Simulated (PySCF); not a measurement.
W(NH)(F)3(Cl) (ClF3HNW), SMILES [NH]=[W]([F])([F])([F])[Cl], multiplicity 1. Coordinates come from a B3LYP-D3(BJ)/def2-SVP optimisation. The multiplicity is an assumed one; no other spin state was optimised. The structure was generated by enumeration; whether it is a known compound was not checked. The def2 effective core potentials stand for the cores of W; spin–orbit coupling is left out.

Computed equilibrium geometry at B3LYP-D3(BJ)/def2-SVP (PySCF confirms it by a frequency run) as Cartesian coordinates in Å, and its point group:
point group Cs.
```xyz
7

W     -0.1762     0.0379     0.0000
N     -0.4528     1.7293     0.0000
H     -0.6171     2.7314     0.0000
F     -0.1428    -0.4138    -1.8195
F     -1.8639    -0.7875     0.0000
F     -0.1428    -0.4138     1.8195
Cl     2.1275    -0.1828     0.0000
```
Charge 0, spin multiplicity 1.
